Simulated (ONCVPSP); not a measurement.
## PBE ONCV dataset for Ho, scalar-relativistic all-electron reference.

ONCVPSP 4.0.1 input, shortened (lines: element, Z, core and valence counts, functional; n l f; lmax; l rc ep ncon nbas qcut; lloc lpopt rc5 dvloc0; l nproj debl; icmod fcfact rcfact), PBE, scalar-relativistic:

```
  Ho 67.00    9    5        4      upf
    1    0    2.00
    2    0    2.00
    2    1    6.00
    3    0    2.00
    3    1    6.00
    3    2   10.00
    4    0    2.00
    4    1    6.00
    4    2   10.00
    4    3   10.00
    5    0    2.00
    5    1    6.00
    5    2    1.00
    6    0    2.00
    3
    0    2.45    0.00    4    8    4.40
    1    2.00    0.00    3    8    8.00
    2    3.10    0.00    4    8    5.70
    3    1.10    0.00    4    8   14.50
    4    5    0.90    0.00
    0    2    2.90
    1    2    3.90
    2    2    0.70
    3    2    1.00
    3    4.25    1.60
```

All-electron outer shells of the reference configuration (PBE, scalar-relativistic, ld1.x):

```tsv
shell	level (eV)	outermost node (bohr)	outermost maximum (bohr)
4d	-166.33	0.25	0.52
5s	-54.41	0.61	1.13
5p	-29.13	0.66	1.28
4f	-9.36	–	0.52
6s	-4.34	1.52	3.26
5d	-2.20	0.74	1.91
```

(1) Estimate the cutoffs (Ha) at which the residual kinetic energy of the hardest occupied pseudo-wave falls to 1 and 0.1 mHa per electron.

(2) What does a ghost test show?

(3) Which valence shell sets the plane-wave cutoff?

Answers

(1) 97 Ha and 122 Ha.

(2) Ghosts flagged at negative energy: s at -180.8 eV, d at -99.0 eV; GHOST(+) flagged for p at 82.3 eV. A true bound ghost makes a file unfit for plane-wave use.

(3) 4f: 97 Ha for 1 mHa per electron, against 18 Ha for 5p.

Its largest configuration-test error is +14 meV (4f11 5s2 5p6 5d0 6s0). 3 of 4 tests not solved or not reliable. Not counted: 4f11 5s2 5p6 5d0 6s2 (all-electron energy unsafe for a near-neutral lanthanide with less than one 5d electron, printed error -71 meV); 4f11 5s2 5p6 5d0 6s1 (all-electron energy unsafe for a near-neutral lanthanide with less than one 5d electron, printed error -30 meV); 4f11 5s2 5p6 5d0 6s0 6p1 (all-electron energy unsafe for a near-neutral lanthanide with less than one 5d electron, printed error +14 meV).
